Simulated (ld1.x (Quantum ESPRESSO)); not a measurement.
Results of a calculation; reference values are marked as such.
Potentials for N compared

Generated with ld1.x 7.5 (TM, RRKJ, ultrasoft, PAW), atompaw 4.2 or ONCVPSP 4.0.1. The cutoff is in Ry: for ld1.x and atompaw files where the sum of valence levels is converged to 10 mRy in a Bessel basis, for ONCV files where the hardest occupied wave has 1 mHa per electron of residual kinetic energy. The error is the largest all-electron minus pseudo excitation energy over each file’s own four to seven test configurations (ionisations up to +4, promotions, holes and added fractions of an electron), all of which were solved. The labels leave out finer settings (local radius, basis sizes, second energies), which also bear on the numbers. Spin-polarised tests are not counted. The rows are a selection from randomly drawn settings: files with unsolved tests, undetermined cutoffs or missed reference levels are left out.

```csv
potential,cutoff (Ry),largest error (meV),bound ghosts
"RRKJ, PBE, non-relativistic, rc 0.75/1.65/1.30 (spd), local p, core correction no, reference 2s2 2p1",60,+620,none
"PAW, PBE, scalar-relativistic, rc 1.15/1.35/1.25 (spd), local smoothed, core correction yes, reference 2s2 2p3",35,-8.1,none
"TM, revPBE, scalar-relativistic, rc 0.95/1.85/1.55 (spd), local d, core correction yes, reference 2s2 2p2.5",55,+1727,none
"PAW, LDA (PZ), scalar-relativistic, rc 0.75/1.40/1.25 (spd), local d, core correction yes, reference 2s2 2p3",55,-40,none
"RRKJ, LDA (PZ), scalar-relativistic, rc 1.15/1.95/1.85 (spd), local p, core correction no, reference 2s1.75 2p3.25",70,+2831,none
```

Problem. Fill in the row for N: PAW, LDA (PZ), scalar-relativistic, rc 1.25/1.60 (sp), local smoothed, core correction yes, reference 2s2 2p2.

Solution. cutoff 25 Ry, largest error -18 meV, bound ghosts: none.

Problem. Fill in the row for N: TM, LDA (PZ), non-relativistic, rc 0.85/1.40/1.45 (spd), local s, core correction yes, reference 2s2 2p3.

Solution. cutoff 60 Ry, largest error +731 meV, bound ghosts: none.

Problem. Fill in the row for N: PAW, PBE, non-relativistic, rc 1.05/1.60 (sp), local smoothed, core correction yes, reference 2s2 2p3.

Solution. cutoff 25 Ry, largest error +3.0 meV, bound ghosts: none.
